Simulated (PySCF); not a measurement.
Br4Zr, SMILES [Br][Zr+]([Br])([Br])[Br] (connectivity only; charge and spin as stated), charge +1, multiplicity 2.

Coordinates come from a PBE0-D3(BJ)/def2-SVP optimisation. A frequency run showed that this geometry is not a minimum. The multiplicity is an assumed one; other spin states were not compared. The def2 effective core potentials stand for the cores of Zr; spin–orbit coupling is left out.

These are TDA-PBE0/def2-SVPD (PySCF 2.14.0) values and carry that method's errors.

Vertical excitations; the highest root listed may be one member of a degenerate set. Gas-phase values at a fixed geometry.

Computed excitation energies, oscillator strengths and character:
| state | energy (eV) | λ (nm) | f | main pairs |
|---|---|---|---|---|
| root 1 | 0.18 | 7005 | 0.001 | β HOMO−1→LUMO, β HOMO−2→LUMO (degenerate set) |
| root 2 | 0.18 | 7003 | 0.001 | β HOMO→LUMO, β HOMO−3→LUMO (degenerate set) |
| root 3 | 0.66 | 1885 | 0.000 | β HOMO−4→LUMO 100 % |
| root 4 | 1.06 | 1173 | 0.000 | β HOMO−6→LUMO 100 % |
| root 5 | 1.08 | 1149 | 0.047 | β HOMO−3→LUMO, β HOMO→LUMO (degenerate set) |
| root 6 | 1.08 | 1149 | 0.047 | β HOMO−2→LUMO, β HOMO−1→LUMO (degenerate set) |
| root 7 | 1.62 | 765 | 0.063 | β HOMO−5→LUMO 94 % |
| root 8 | 1.65 | 749 | 0.006 | β HOMO−7→LUMO (degenerate set) |
| root 9 | 1.65 | 749 | 0.006 | β HOMO−8→LUMO (degenerate set) |
| root 10 | 1.73 | 717 | 0.000 | β HOMO−9→LUMO 100 % |
Unrestricted roots are not spin-pure.
